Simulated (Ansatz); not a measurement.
`[Br][AlH][Br]` + `[CH3]`• → `[Br][Al][Br]`• + CH₄ at 700 K and 1 bar (hydrogen abstraction from the Al–H bond).

Gas-phase electronic energies from Ansatz, PBE0-D4/def2-TZVP geometries. CBS: MP2 limit from def2 TZ/QZ plus the TZ coupled-cluster correction, frozen cores. This one scheme is used for every species. No spin–orbit coupling; open shells (•) take unrestricted orbitals. For Br outer-core shells are correlated without core-valence functions, which leaves a few kJ/mol of doubt a bond. Scalar relativity is left out up to krypton.

```tsv
species	CCSD(T)/CBS energy (Eh)	H − E (kJ/mol)	S (J/(mol·K))
`[Br][AlH][Br]`	-5389.38299	66.7	371.3
`[CH3]`•	-39.78218	106.9	232.5
`[Br][Al][Br]`•	-5388.74403	41.4	361.0
CH₄	-40.46206	145.9	224.0
```

H − E and S are ideal-gas, rigid-rotor, harmonic terms from PBE0-D4/def2-TZVP, with the whole ground term of open shells counted as degenerate. 1 Eh = 2625.50 kJ/mol, R = 8.31446 J/(mol·K).

**Question.** By hand: ΔE, ΔH, ΔS and ΔG.

**Answer.** ΔE = (-5388.74403) + (-40.46206) − (-5389.38299) − (-39.78218) = -0.04092 Eh = -107.4 kJ/mol. Δ(H − E) = 41.4 + 145.9 − 66.7 − 106.9 = 13.7, so ΔH = -93.7 kJ/mol. ΔS = 361.0 + 224.0 − 371.3 − 232.5 = -18.8 J/(mol·K). ΔG = -93.7 − 700 × (-18.8)/1000 = -80.5 kJ/mol.

**Question.** By hand: the equilibrium constant, and the temperature at which ΔG would vanish if ΔH and ΔS stayed fixed.

**Answer.** log₁₀ K = −ΔG/(RT ln 10) = 6.0. ΔG = 0 at ΔH/ΔS = 4984 K, far beyond where these terms or the molecules hold.

ΔH outweighs TΔS. A doubt of 5 kJ/mol in ΔE shifts log₁₀ K by 0.4 here. These are equilibria of isolated gas molecules and say nothing of rates. Largest T1 diagnostic: 0.010 (customary marks: 0.02 for closed shells, 0.045 for open ones).
